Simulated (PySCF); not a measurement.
Cartesian coordinates (Å):
```xyz
8

Ta    -0.0135     0.1687     0.0367
Cl    -0.3773    -1.9367     0.9214
Cl    -0.4802     2.0874     1.2389
Cl    -2.1127     0.1951    -1.0060
Cl     2.2292     0.1684     0.7184
N      0.7083     0.3362    -1.7785
H      0.1301     0.3911    -2.6147
H      1.7029     0.3794    -1.9913
```
Charge 0, multiplicity 1.

**Question.** Give the HOMO, HOMO–LUMO gap and charge on the central atom (Mulliken) at the level TPSSh-D3(BJ)/def2-TZVP // r2SCAN-D4/def2-SVP run with PySCF.

**Answer.** 
```yaml
HOMO: -8.01 eV
HOMO–LUMO gap: 4.14 eV
charge on the central atom (Mulliken): 1.28 e
```
